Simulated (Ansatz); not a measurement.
Gas-phase electronic energies from Ansatz, PBE0-D4/def2-TZVP geometries. CCSD(T)/CBS adds triple-zeta CCSD(T) − MP2 to the extrapolated MP2 energy (def2 sets, frozen cores). This one scheme is used for every species. Functionals use def2-TZVPP. Each species was taken in one conformer, which may not be the lowest.

Consider the silylene formation by 1,1-elimination: `F[B-](F)(F)[OH+][SiH3]` → `[OH2+][B-](F)(F)F` + `[SiH2]`.

`F[B-](F)(F)[OH+][SiH3]`:

Z-matrix (Å, degrees):
```
B
F 1 1.363
F 1 1.353 2 115.8
F 1 1.345 2 115.7 3 139.9
O 1 1.698 2 99.5 3 -109.1
Si 5 1.707 1 120.6 2 6.4
H 5 0.962 1 112.7 2 155.5
H 6 1.475 5 109.9 1 56.6
H 6 1.472 5 106.8 1 -66.7
H 6 1.482 5 103.6 1 175.0
```

`[OH2+][B-](F)(F)F`:

Cartesian coordinates in Å:
```
O -0.669 -0.650 -0.474
B 0.394 0.618 0.165
F 0.104 1.665 -0.615
F -0.045 0.674 1.442
F 1.597 0.032 -0.029
H -1.261 -0.935 0.233
H -0.121 -1.405 -0.722
```

`[SiH2]`:

Z-matrix (Å, degrees):
```
Si
H 1 1.525
H 1 1.525 2 91.2
```

```json
{"species": "`F[B-](F)(F)[OH+][SiH3]`", "r2SCANh energy (Eh)": "-691.69669"}
{"species": "`[OH2+][B-](F)(F)F`", "r2SCANh energy (Eh)": "-400.99293"}
{"species": "`[SiH2]`", "r2SCANh energy (Eh)": "-290.57713"}
```

Work out ΔE.

ΔE = (-400.99293) + (-290.57713) − (-691.69669) = 0.12663 Eh = +3.45 eV. CCSD(T)/CBS gives +3.29 eV.

Largest T1 diagnostic among the species: 0.014.

From PBE to PBE0 (25 % exact exchange), in def2-TZVPP and without D4, ΔE moves by +0.14 eV. At CCSD(T), def2-SVP lies −0.23 eV from the extrapolated value and def2-TZVPP −0.07 eV. The D4 term adds +0.13 eV with B3LYP and +0.07 eV with PBE0; it sums over pairs of atoms, weighted by their polarisabilities, and B3LYP, whose exchange is more repulsive, gets the larger term.

B3LYP here is the variant with VWN-RPA as its local correlation; programs differ in this.
